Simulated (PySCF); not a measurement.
Molecule: `CC#CC[S@](C)=O`, C5H8OS.

Geometry (Å), atoms numbered from 1 in this order:
```xyz
15

C    -2.917   -0.669   -0.173
C    -1.674    0.053   -0.323
C    -0.654    0.675   -0.444
C     0.590    1.369   -0.601
S     1.929    0.217   -1.246
C     1.947   -0.854    0.258
O     3.157    1.010   -1.190
H    -2.729   -1.659    0.242
H    -3.585   -0.128    0.497
H    -3.402   -0.779   -1.143
H     0.511    2.164   -1.344
H     0.954    1.784    0.339
H     2.290   -0.270    1.106
H     2.635   -1.673    0.075
H     0.944   -1.231    0.420
```

Frames of a GFN2-xTB Langevin trajectory at 300 K; GIAO PBE0/pcSseg-1 shieldings in PySCF 2.14.0 with density-fitted response routines, gas phase, non-relativistic; equivalent atoms averaged within each frame.

Shifts are taken against calculated references (same method and geometry level): ¹³C (186.93 ppm), ¹H (31.72 ppm) against TMS; ³³S (503.73 ppm) against CS2; H2O for ¹⁷O (336.08 ppm). The references are static minima.

**Question.** How do the shifts (ppm) fluctuate along the trajectory?

**Answer.** 
```csv
time (fs),C2,C3,C4,C6,C1,S5,O7,H12,H11,H13/H14/H15
250,91.4,77.4,55.6,51.1,3.9,392,119.4,3.25,2.78,2.64
425,94.0,86.0,61.3,52.3,7.7,356,106.2,4.12,3.45,3.37
625,93.9,77.6,49.8,50.2,5.7,326,94.3,2.88,2.48,3.29
800,91.7,77.4,59.5,44.9,6.3,338,89.9,3.41,4.81,3.21
1000,93.2,80.3,62.9,37.1,6.8,360,87.1,3.14,5.15,2.42
mean of frames,92.9,79.8,57.8,47.1,6.1,354,99.4,3.36,3.73,2.99
standard deviation,1.2,3.7,5.2,6.3,1.4,25,13.4,0.47,1.20,0.43
```

5 frames give an uncertainty of the mean of about the standard deviation over 2.2 at best, since frames this close in time may not be independent; classical motion lacks zero-point vibration, and the reference would need the same averaging.
